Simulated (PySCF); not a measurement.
# Frontier orbitals and the lowest excitations

C7H7N2 (charge +1).
SMILES with atom numbers: `[CH3:1][C:2]#[C:3][c:4]1[cH:5][nH+:6][cH:7][cH:8][n:9]1` (hydrogens: H10, H11, H12 on C1; H13 on C5; H14 on N6; H15 on C7; H16 on C8)

Method used: TDDFT B3LYP/def2-SVPD, vertical, gas phase, core orbitals frozen in the response (PySCF). Isolated species at its GFN2-xTB geometry, gas phase.

Frontier orbitals with the atoms that hold most of them (Löwdin shares over 4%, at most four atoms; ? is withheld):

```json
{"orbital": "HOMO-3", "ε (eV)": "-13.60", "atoms": "C8 20%, C7 16%, C4 15%, C5 15%"}
{"orbital": "HOMO-2", "ε (eV)": "-12.39", "atoms": "N9 64%, C8 11%, C4 9%, C7 5%"}
{"orbital": "HOMO-1", "ε (eV)": "-11.62", "atoms": "C3 40%, C2 36%, C1 9%, C4 5%"}
{"orbital": "HOMO", "ε (eV)": "-11.32", "atoms": "?"}
{"orbital": "LUMO", "ε (eV)": "?", "atoms": "?"}
{"orbital": "LUMO+1", "ε (eV)": "-6.49", "atoms": "C5 18%, C4 18%, C8 17%, C7 11%"}
{"orbital": "LUMO+2", "ε (eV)": "-4.36", "atoms": "H14 36%, N6 17%, C5 12%, C7 12%"}
```

Q: Which atoms hold the HOMO, and with what shares?

A: C3 (bonded to 2 C) 29%; C2 (bonded to 2 C) 27%; C7 (bonded to C, N and H) 8%; C5 (bonded to C, N and H) 7%.

Q: Give the leading atoms of the LUMO.

A: N9 (bonded to 2 C) 22%; N6 (bonded to 2 C and H) 21%; C7 (bonded to C, N and H) 16%; C5 (bonded to C, N and H) 14%. By element: nitrogen 43%, carbon 30% or more.

Q: What is the LUMO energy, and the HOMO–LUMO gap?

A: ε(LUMO) = -7.51 eV; the gap is 3.81 eV (0.1401 hartree).

Q: The HOMO–LUMO gap is 3.81 eV. Where does the response calculation put the lowest singlet, and from which orbitals?

A: S1 is at 3.22 eV (f = 0.0001), 0.60 eV below the gap, made of HOMO-1→LUMO (98%). Its leading pair isn't HOMO and LUMO; the energies of that pair differ by 4.11 eV. Without the coupling terms of the response equations the lowest excitation would equal the gap.

Q: Give energy, strength and leading configuration of S1, S2, S3, S4, S5 and S6, and follow the Löwdin shares of the leading atoms from the occupied to the empty orbital.

A: 
- S1 (3.22 eV, f 0.0001), HOMO-1→LUMO (98%): C3 40% → at most 15%, C2 36% → at most 15%, N9 at most 5% → 22%, N6 at most 5% → 21%
- S2 (3.33 eV, f 0.074), HOMO→LUMO (94%): C3 29% → at most 15%, C2 27% → at most 15%, N9 at most 8% → 22%, N6 at most 8% → 21%
- S3 (3.55 eV, f 0.0015), HOMO-2→LUMO (100%): N9 64% → 22%, C8 11% → at most 15%, N6 at most 5% → 21%
- S4 (4.05 eV, f 0.0001), HOMO-1→LUMO+1 (98%): C3 40% → at most 12%, C2 36% → at most 12%, C5 at most 5% → 18%, C4 5% → 18%
- S5 (4.51 eV, f 0.379), HOMO→LUMO+1 (90%): C3 29% → at most 12%, C2 27% → at most 12%, C5 7% → 18%, C4 at most 8% → 18%
- S6 (4.55 eV, f 0.0003), HOMO-2→LUMO+1 (100%): N9 64% → at most 12%, C8 11% → 17%, C5 at most 5% → 18%, C4 9% → 18%

Löwdin shares depend on the basis, the more so with diffuse functions.
